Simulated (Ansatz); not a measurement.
PBE exchange is replaced step by step with exact exchange (0 % is PBE, 25 % PBE0; no dispersion term), basis def2-TZVP, Ansatz. System: the cluster Hg2TeF2. Total charge 0; singlet. Geometry: PBE0-D4/def2-SVP.

Geometry of the singlet:

```xyz
5

Hg    1.4697    1.1199    0.2435
Hg   -1.5369   -1.0501    0.1042
Te   -0.3725    0.3909    1.9394
F     2.8629    1.6775   -1.0203
F    -2.4232   -2.1382   -1.2668
```

In the def2 sets Hg, Te take a core potential; there is no spin–orbit coupling. The structure comes from a short search, and lower isomers may exist.

| exact exchange (%) | HOMO (eV) | LUMO (eV) | gap (eV) |
| --- | --- | --- | --- |
| 0 | -6.28 | -3.32 | 2.96 |
| 5 | -6.49 | -3.16 | 3.33 |
| 15 | -6.90 | -2.83 | 4.07 |
| 25 | -7.32 | -2.50 | 4.81 |
| 35 | -7.73 | -2.17 | 5.56 |
| 50 | -8.35 | -1.67 | 6.68 |

Fit a straight line to the column «gap (eV)» against the share of exact exchange and predict its value at 10 %.

With x = exact exchange (%) and y = gap (eV): mean x = 21.67, mean y = 4.568; Σ(x − x̄)(y − ȳ) = 132.7, Σ(x − x̄)² = 1783; slope b = 0.07443, intercept a = ȳ − b·x̄ = 2.955. The residuals of the fitted rows reach 0.01. At x = 10 the line gives 2.955 + (0.07443 × 10) = 3.70; the run gave 3.70, the same within rounding.
